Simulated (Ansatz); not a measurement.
Job for Ansatz (an electronic-structure program): R-BHLYP/def2-TZVPPD on C3H4O2 (a complex). Files ending in .json are basis or fitting sets from the Basis Set Exchange.

Ansatz 0.2 input:
```yaml
crystal:
  periodic: [false, false, false]
  atoms:
    - {symbol: C, position_ang: [-0.59843565, -0.09265139, -0.06241815]}
    - {symbol: C, position_ang: [0.72115646, 0.00542229, 0.00956969]}
    - {symbol: H, position_ang: [-1.22991201, 0.78381028, -0.14477628]}
    - {symbol: H, position_ang: [-1.09910985, -1.05316677, -0.04231906]}
    - {symbol: H, position_ang: [1.35262203, -0.87117569, 0.09082696]}
    - {symbol: H, position_ang: [1.22190329, 0.96588439, -0.01056249]}
    - {symbol: O, position_ang: [-0.09372518, -1.07083172, 3.30214125]}
    - {symbol: C, position_ang: [-0.12259623, 0.08719422, 3.24697847]}
    - {symbol: O, position_ang: [-0.15266603, 1.24595308, 3.21244624]}
basis:
  gaussian:
    orbitals: def2-TZVPPD.json
hamiltonian:
  xc: {name: BHLYP}
scf: {lower_state_search: off}
```

Output:

```
WARN ansatz: RAYON_NUM_THREADS=1 ignored (pool sized by the plan → 1); use --threads N
Functional definition: BHLYP
these checks for a lower state are left out or cut short: stability, starts, cluster_reference, orbital_swaps, neighbouring_geometries, increment
integrals: 0.16 GiB planned
1337 factors; their error is unknown
mean field: 1.57 GiB planned
mean field evaluation 1: about -7262.9356 eV, gradient 5.8e1 eV
mean field evaluation 2: about -7262.6422 eV, gradient 6.2e1 eV
mean field evaluation 4: about -7269.1398 eV, gradient 1.8e0 eV
mean field evaluation 8: about -7269.1471 eV, gradient 5.3e-2 eV
mean field evaluation 16: about -7269.2008 eV, gradient 4.9e-5 eV
mean field -7269.20077328 eV, -267.1382011766 hartree, gradient 2.5e-6 eV, S^2 0.000000; 0 other end points of the search recorded, 0 dependent functions left out
reference -7269.20096278 eV, -267.1382081407 hartree; 19, 19 occupied and 240, 240 virtual orbitals, 1337 factors
Total energy: -7269.20096278 eV, -267.1382081407 hartree
Checks for a lower state left out: stability, starts, cluster_reference, orbital_swaps, neighbouring_geometries, increment
```

The run converged.

Cost: very roughly 2.9 core-seconds.
